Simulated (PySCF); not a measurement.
**Calculated NMR parameters of O=C(O)c1ccoc1**

* Formula: C5H4O3
* SMILES: O=C(O)c1ccoc1
* InChI: InChI=1S/C5H4O3/c6-5(7)4-1-2-8-3-4/h1-3H,(H,6,7)
* Degrees of unsaturation: 4
* Carbon signals: 5
* Proton signals: 4

Molfile (atoms numbered from 1):
```
C5H4O3
     RDKit          3D

 12 12  0  0  0  0  0  0  0  0999 V2000
    2.1227   -1.1431    0.9058 O   0  0  0  0  0  0  0  0  0  0  0  0
    1.5640   -0.2375    0.3387 C   0  0  0  0  0  0  0  0  0  0  0  0
    2.2173    0.8257   -0.1530 O   0  0  0  0  0  0  0  0  0  0  0  0
    0.1178   -0.1599    0.1020 C   0  0  0  0  0  0  0  0  0  0  0  0
   -0.6451    0.8525   -0.5692 C   0  0  0  0  0  0  0  0  0  0  0  0
   -1.9369    0.4339   -0.5100 C   0  0  0  0  0  0  0  0  0  0  0  0
   -2.0200   -0.7506    0.1439 O   0  0  0  0  0  0  0  0  0  0  0  0
   -0.7849   -1.1050    0.5100 C   0  0  0  0  0  0  0  0  0  0  0  0
    3.1543    0.6841    0.0503 H   0  0  0  0  0  0  0  0  0  0  0  0
   -0.2631    1.7614   -1.0262 H   0  0  0  0  0  0  0  0  0  0  0  0
   -2.8751    0.8464   -0.8707 H   0  0  0  0  0  0  0  0  0  0  0  0
   -0.6677   -2.0407    1.0501 H   0  0  0  0  0  0  0  0  0  0  0  0
  1  2  2  0
  2  3  1  0
  2  4  1  0
  4  5  1  0
  5  6  2  0
  6  7  1  0
  7  8  1  0
  8  4  2  0
  3  9  1  0
  5 10  1  0
  6 11  1  0
  8 12  1  0
M  END
```

- PBE0-D3(BJ)/def2-SVP geometry
- shielding tensors at CAM-B3LYP/pcSseg-2 (GIAO)
- B3LYP/pcJ-1 coupling constants (without the spin–dipole term)
- run in PySCF 2.14
- no relativistic terms, no solvent model, a single conformation

δ = σ(ref) − σ, references computed at the same level: ¹H, ¹³C against TMS; ¹⁷O against H2O.

| carbon | δC, type | δH (multiplicity, J in Hz) | HMBC from (abs. J ≥ 3 Hz) | span of the C tensor (ppm) |
| --- | --- | --- | --- | --- |
| C2 | 174.6, C | – | – | 168 |
| C4 | 130.8, C | – | H12, H11, H10 | 158 |
| C5 | 122.6, CH | 7.05 (d, 2.4) | H12, H11 | 190 |
| C6 | 154.4, CH | 7.48 (dd, 2.4, 1.5) | H12, H10 | 152 |
| C8 | 163.7, CH | 8.32 (d, 1.5) | H11, H10 | 175 |

Other nuclei:
```json
{"atoms": "H9", "nucleus": "¹H", "environment": "hydrogen on an acid hydroxyl oxygen", "δ (ppm)": "5.89", "σ (ppm)": "25.44"}
{"atoms": "O1", "nucleus": "¹⁷O", "environment": "carbonyl oxygen", "δ (ppm)": "396.3", "σ (ppm)": "-66.5"}
{"atoms": "O7", "nucleus": "¹⁷O", "environment": "aromatic ring oxygen", "δ (ppm)": "310.0", "σ (ppm)": "19.8"}
{"atoms": "O3", "nucleus": "¹⁷O", "environment": "acid hydroxyl oxygen", "δ (ppm)": "201.8", "σ (ppm)": "128.0"}
```

Selected couplings (Hz, signed; the shortest-range and largest first, 30 at most; isotopes ¹³C, ¹H): ¹J(C8,H12) 219.3, ¹J(C6,H11) 215.2, ¹J(C5,H10) 190.1, ¹J(C2,C4) 90.4, ¹J(C4,C8) 77.7, ¹J(C5,C6) 75.8, ¹J(C4,C5) 56.4, ²J(C2,C8) 8.0, ²J(C5,C8) 4.1, ²J(C2,C5) 3.0, ²J(C4,C6) 2.9, ²J(C6,C8) 1.7, ³J(C2,C6) 4.7, ³J(H10,H11) 2.4, ⁴J(H11,H12) 1.5.

Carbon types of the structure: 2 × C, 3 × CH, leaving 1 H on heteroatoms. δC 174.6: carboxylic acid carbon; lone-pair donation from the attached heteroatom keeps it upfield of a ketone carbonyl. δC 163.7, 154.4: aromatic CH next to the ring oxygen. δC 130.8: substituted aromatic carbon. δC 122.6: aromatic CH. δH 8.32, 7.48: hydrogen on an aromatic CH next to the ring oxygen.

OH and NH positions are those of a molecule without intermolecular hydrogen bonds; in solution they move with solvent, concentration and temperature, and exchange usually removes their couplings. Splittings below 1 Hz are ignored in the labels, and close J values are merged. Unscaled 3J(H,H) at this level run about 10 % above measured values. Shifts are as computed, not scaled to solution data. Of 1211 compounds with measured shifts, 218 miss one by over three times the rms of a fit or turn the order of signals round; such compounds aren't used in these exercises. In solution the two oxygens of a carboxylic acid exchange roles by proton transfer and give one 17O line. Hydrogen bonding in solution shields acid and N–H amide carbonyl oxygens by tens of ppm. Hydrogen bonding in solution deshields acid and N–H amide carbonyl carbons by as much as 10 ppm beyond these values. Unscaled 17O shifts of doubly bonded oxygen tend to come out too high, by tens of ppm or more. Experimental scales use liquid or dissolved standards, which lie at an offset from isolated H2O (liquid H2O: subtract about 36 ppm).
